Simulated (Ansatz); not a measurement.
Input file for Ansatz (a program for electronic structure): R-B97M-V/def2-TZVPP on H2 (SMILES [H][H]).

Ansatz 0.2 input:
```yaml
crystal:
  periodic: [false, false, false]
  atoms:
    - {symbol: H, position_ang: [0.00000000, 0.00000000, 0.37198582]}
    - {symbol: H, position_ang: [-0.00000000, -0.00000000, -0.37198582]}
basis:
  gaussian:
    orbitals: def2-TZVPP
hamiltonian:
  xc: {name: B97M-V}
scf: {lower_state_search: off}
```

### Question
Give the final energy of this run.

### Answer
-1.1725 hartree.
